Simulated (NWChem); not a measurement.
System meant: GaHOClF; SMILES [OH][Ga]([F])[Cl]

Input file for NWChem:

```
start job
memory heap 200 mb stack 900 mb global 1100 mb
geometry units angstroms noautoz
  Ga    -0.011160    -0.313774     0.000000
  F     -1.539661    -1.153048     0.000000
  Cl    -0.004883     1.799029     0.000000
  O      1.480791    -1.251103     0.000000
  H      1.328507    -2.203375     0.000000
end
basis spherical
  Ga library def2-svp
  F library def2-svp
  Cl library def2-svp
  O library def2-svp
  H library def2-svp
end
dft
  xc b3lyp
  iterations 4
  mulliken
end
task dft energy
```

End of the output:

```
    Atom       Charge   Shell Charges
 -----------   ------   -------------------------------------------------------
    1 Ga  31    30.86   2.00  2.00  1.93  0.62  0.21  5.99  5.83  0.99  0.58  7.81  2.05  0.85
    2 F    9     9.18   1.98  1.02  0.76  3.20  2.23  0.00
    3 Cl  17    16.90   2.00  1.96  1.03  0.75  5.82  2.24  3.08  0.02
    4 O    8     8.16   1.97  0.88  0.60  2.69  2.01  0.01
    5 H    1     0.90   0.55  0.16  0.18

 center of mass
 --------------
 x =  -0.03809732 y =   0.01065996 z =   0.00000000

 moments of inertia (a.u.)
 ------------------
         625.302461804546          -0.000000000000           0.000000000000
          -0.000000000000         291.743953402191           0.000000000000
           0.000000000000           0.000000000000         917.046415206736

     Multipole analysis of the density
     ---------------------------------

     L   x y z        total         alpha         beta         nuclear
     -   - - -        -----         -----         ----         -------
     0   0 0 0     -0.000000    -33.000000    -33.000000     66.000000

     1   1 0 0      0.237551      0.118775      0.118775     -0.000000
     1   0 1 0     -0.463797     -0.231898     -0.231898     -0.000000
     1   0 0 1      0.000000      0.000000      0.000000      0.000000

     2   2 0 0    -33.262881    -89.250636    -89.250636    145.238392
     2   1 1 0     -2.153756      3.078813      3.078813     -8.311382
     2   1 0 1     -0.000000     -0.000000     -0.000000      0.000000
     2   0 2 0    -26.812164   -169.329999   -169.329999    311.847834
     2   0 1 1     -0.000000     -0.000000     -0.000000      0.000000
     2   0 0 2    -26.607817    -13.303908    -13.303908      0.000000

 ------------------------------------------------------------------------
 dft energy failed                                                                                  0
 ------------------------------------------------------------------------
 ------------------------------------------------------------------------
  current input line :
    22: task dft energy
 ------------------------------------------------------------------------
 ------------------------------------------------------------------------
 This type of error is most commonly associated with calculations not reaching convergence criteria
 ------------------------------------------------------------------------
 For more information see the NWChem manual at https://nwchemgit.github.io

0:dft energy failed:Received an Error in Communication
```

### Question
What is wrong, and how is it mended?

### Answer
Convergence was not reached. Cause: the SCF was allowed too few iterations. This input runs:
```
start job
memory heap 200 mb stack 900 mb global 1100 mb
geometry units angstroms noautoz
  Ga    -0.011160    -0.313774     0.000000
  F     -1.539661    -1.153048     0.000000
  Cl    -0.004883     1.799029     0.000000
  O      1.480791    -1.251103     0.000000
  H      1.328507    -2.203375     0.000000
end
basis spherical
  * library def2-svp
end
dft
  xc b3lyp
  iterations 150
  mulliken
end
task dft energy
```
It converges to -2560.37574 Ha (B3LYP/def2-SVP).
